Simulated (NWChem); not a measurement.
Species: BGeH5; SMILES [BH2][GeH3]

```xyz
7

B      0.0071    -1.7260     0.0015
Ge     0.0100     0.3324     0.0092
H     -1.3959     0.9508     0.1375
H      0.9112     0.9446     1.0993
H      0.5802     0.7874    -1.3557
H      0.9702    -2.3490     0.3798
H     -0.9408    -2.3429    -0.4222
```
Atoms are numbered in this order, from 1.

STO-3G and 3-21G are far too small for this property and stand as cheap habits. Coordinates come from a PBE0/def2-SVP optimisation.

**Question.** Give the principal values of the shielding tensors (ppm) of B1, Ge2 from Hartree-Fock/STO-3G, GIAO (NWChem), with their diamagnetic and paramagnetic parts as GIAO splits them.

**Answer.** 
| atom | σ11 | σ22 | σ33 | isotropic | diamagnetic | paramagnetic |
|---|---|---|---|---|---|---|
| B1 | -123.6 | 1.3 | 176.6 | 18.1 | 195.5 | -177.4 |
| Ge2 | 2433.4 | 2454.3 | 2481.4 | 2456.4 | 2733.7 | -277.4 |
